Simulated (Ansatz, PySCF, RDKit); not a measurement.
HCl (SMILES Cl) and CH5N (SMILES CN) are pulled apart as rigid monomers along the line of their centres of mass, from the B3LYP-D3(BJ)/def2-TZVP minimum. Starting geometry (charge 0, multiplicity 1):
```xyz
9

Cl     0.01282    -0.03240     0.03734
H     -0.19402     0.39194    -1.15765
C     -0.17861     0.55786     3.53969
N      0.37094    -0.71084     3.06515
H     -1.19647     0.66935     3.16339
H      0.40797     1.37879     3.12487
H     -0.20379     0.67416     4.63171
H     -0.16539    -1.49428     3.41696
H      1.32519    -0.83459     3.38014
```

Interaction energies with rigid monomers; basis-set methods are counterpoise corrected unless marked otherwise.

Frozen-core correlation. Rows in 6-31G* carry no dispersion term and start afresh at each structure (6-31G* with six Cartesian d functions).

Programs: Ansatz (a program for electronic structure) with Gaussian orbitals; PySCF for 6-31G* rows; RDKit for the force fields. Each number belongs to the level named beside it.

```tsv
Cl1···N4 (Å)	UFF (kcal/mol)	HF/6-31G* (no counterpoise) (kcal/mol)	B3LYP/6-31G* (no counterpoise) (kcal/mol)	PBE0/def2-TZVPPD (kcal/mol)	CCSD/aug-cc-pV(D+d)Z (kcal/mol)
2.82	2.99	1.98	-0.11	0.39	0.77
3.12	-0.01	0.14	-0.99	-0.69	-0.82
3.58	-0.54	-0.31	-0.79	-0.66	-0.87
4.35	-0.29	0.03	-0.03	-0.20	-0.32
5.59	-0.08	0.17	?	0.03	?
```

Task: Complete the blanks.

Result: 
- 5.59, CCSD/aug-cc-pV(D+d)Z (kcal/mol): -0.01
- 5.59, B3LYP/6-31G* (no counterpoise) (kcal/mol): 0.16
